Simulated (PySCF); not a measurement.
1-chloro-2,2-difluoropropane (C3H5ClF2), SMILES CC(F)(F)CCl.

Coordinates come from a ωB97X-D3(BJ)/def2-SVP optimisation. One conformer was computed; it need not be the lowest.

Computed with PySCF with TDDFT-PBE/def2-SVPD.

Vertical excitations. The molecule is in vacuum.

**Question.** Estimate the UV-visible absorptions. (An estimate is asked for; the answer gives what the named calculation found.)

**Answer.** 
```json
[
 {"state": "S1", "energy (eV)": "6.92", "λ (nm)": "179", "f": "0.004", "main pairs": "HOMO→LUMO 95 %"},
 {"state": "S2", "energy (eV)": "6.98", "λ (nm)": "178", "f": "0.004", "main pairs": "HOMO−1→LUMO 95 %"},
 {"state": "S3", "energy (eV)": "7.42", "λ (nm)": "167", "f": "0.007", "main pairs": "HOMO→LUMO+1 86 %, HOMO−1→LUMO+1 14 %"},
 {"state": "S4", "energy (eV)": "7.43", "λ (nm)": "167", "f": "0.009", "main pairs": "HOMO−1→LUMO+1 86 %, HOMO→LUMO+1 14 %"},
 {"state": "S5", "energy (eV)": "7.94", "λ (nm)": "156", "f": "0.003", "main pairs": "HOMO−2→LUMO 98 %"},
 {"state": "S6", "energy (eV)": "8.18", "λ (nm)": "152", "f": "0.001", "main pairs": "HOMO−1→LUMO+2 97 %"},
 {"state": "S7", "energy (eV)": "8.19", "λ (nm)": "151", "f": "0.009", "main pairs": "HOMO→LUMO+2 96 %"},
 {"state": "S8", "energy (eV)": "8.42", "λ (nm)": "147", "f": "0.003", "main pairs": "HOMO→LUMO+3 99 %"},
 {"state": "S9", "energy (eV)": "8.46", "λ (nm)": "147", "f": "0.032", "main pairs": "HOMO−1→LUMO+3 98 %"},
 {"state": "S10", "energy (eV)": "8.59", "λ (nm)": "144", "f": "0.032", "main pairs": "HOMO−2→LUMO+1 75 %, HOMO−3→LUMO 23 %"},
 {"state": "T1", "energy (eV)": "6.31", "λ (nm)": "196", "f": "0", "main pairs": "HOMO−1→LUMO 64 %, HOMO→LUMO 35 %"},
 {"state": "T2", "energy (eV)": "6.33", "λ (nm)": "196", "f": "0", "main pairs": "HOMO→LUMO 64 %, HOMO−1→LUMO 35 %"},
 {"state": "T3", "energy (eV)": "7.32", "λ (nm)": "169", "f": "0", "main pairs": "HOMO−1→LUMO+1 75 %, HOMO→LUMO+1 24 %"},
 {"state": "T4", "energy (eV)": "7.32", "λ (nm)": "169", "f": "0", "main pairs": "HOMO→LUMO+1 76 %, HOMO−1→LUMO+1 24 %"}
]
```
Triplets are in the Tamm–Dancoff approximation, which puts them higher than full response would, so one can lie above its singlet here.
